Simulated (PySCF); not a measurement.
1-methylpyrrole (C5H7N), SMILES Cn1cccc1.

The structure is a stationary point at PBE-D3(BJ)/def2-SVP.

Method: PySCF with TDA-PBE/def2-SVPD.

Vertical excitations. Gas-phase values at a fixed geometry. State labels are in the subgroup Cs.

Computed lowest excited states:
```json
[
 {"state": "S1", "symmetry": "A\"", "energy (eV)": "5.10", "λ (nm)": "243", "f": "0.000", "main pairs": "HOMO→LUMO+1 100 %"},
 {"state": "S2", "symmetry": "A'", "energy (eV)": "5.67", "λ (nm)": "219", "f": "0.010", "main pairs": "HOMO−1→LUMO+1 100 %"},
 {"state": "S3", "symmetry": "A\"", "energy (eV)": "5.95", "λ (nm)": "208", "f": "0.004", "main pairs": "HOMO→LUMO+3 96 %"},
 {"state": "S4", "symmetry": "A'", "energy (eV)": "5.96", "λ (nm)": "208", "f": "0.017", "main pairs": "HOMO−1→LUMO 56 %, HOMO→LUMO+2 41 %"},
 {"state": "S5", "symmetry": "A\"", "energy (eV)": "6.17", "λ (nm)": "201", "f": "0.122", "main pairs": "HOMO→LUMO 74 %"},
 {"state": "S6", "symmetry": "A'", "energy (eV)": "6.17", "λ (nm)": "201", "f": "0.027", "main pairs": "HOMO→LUMO+4 95 %"},
 {"state": "S7", "symmetry": "A'", "energy (eV)": "6.55", "λ (nm)": "189", "f": "0.005", "main pairs": "HOMO−1→LUMO+3 99 %"},
 {"state": "S8", "symmetry": "A\"", "energy (eV)": "6.70", "λ (nm)": "185", "f": "0.010", "main pairs": "HOMO→LUMO+5 84 %"},
 {"state": "S9", "symmetry": "A\"", "energy (eV)": "6.73", "λ (nm)": "184", "f": "0.001", "main pairs": "HOMO−1→LUMO+4 87 %"},
 {"state": "S10", "symmetry": "A'", "energy (eV)": "6.78", "λ (nm)": "183", "f": "0.021", "main pairs": "HOMO→LUMO+6 96 %"},
 {"state": "T1", "symmetry": "A\"", "energy (eV)": "4.21", "λ (nm)": "294", "f": "0", "main pairs": "HOMO→LUMO 98 %"},
 {"state": "T2", "symmetry": "A'", "energy (eV)": "5.00", "λ (nm)": "248", "f": "0", "main pairs": "HOMO−1→LUMO 93 %"},
 {"state": "T3", "symmetry": "A\"", "energy (eV)": "5.06", "λ (nm)": "245", "f": "0", "main pairs": "HOMO→LUMO+1 100 %"},
 {"state": "T4", "symmetry": "A'", "energy (eV)": "5.43", "λ (nm)": "228", "f": "0", "main pairs": "HOMO→LUMO+2 89 %"}
]
```
Triplets are in the Tamm–Dancoff approximation.
